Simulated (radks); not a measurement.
The mean radii <r> (bohr) of the occupied orbitals of an atom or ion are listed with their occupations. Calculated with a radial shooting solver on a logarithmic mesh with Libxc functionals: Dirac Kohn-Sham, PBE, spin-unpolarised, spherical densities, point nucleus.

orbital  occ.      <r>
1s1/2       2  0.01932
2s1/2       2  0.08123
2p1/2       2  0.06740
2p3/2       4  0.07502
3s1/2       2   0.2121
3p1/2       2   0.2020
3p3/2       4   0.2162
3d3/2       4   0.1898
3d5/2       6   0.1942
4s1/2       2   0.4779
4p1/2       2   0.4851
4p3/2       4   0.5177
4d3/2       4   0.5411
4d5/2       6   0.5526
5s1/2       2    1.167
5p1/2       2    1.299
5p3/2       4    1.402
4f5/2       6   0.7092
4f7/2       8   0.7234

Name the element and its charge. Open shells, if any, fill j = l - 1/2 first.

Answer. Z = 71, lutetium, charge +3: Lu3+ in [Xe] 4f14. The 1s radius gives Z: for a bare nucleus <r> = (2 gamma + 1)/(2Z) with gamma = sqrt(1 - (Z/c)^2), 0.01909 bohr for Z = 71, and screening makes it slightly larger (0.01932 here). The occupations add up to 68, and the charge is Z minus that.
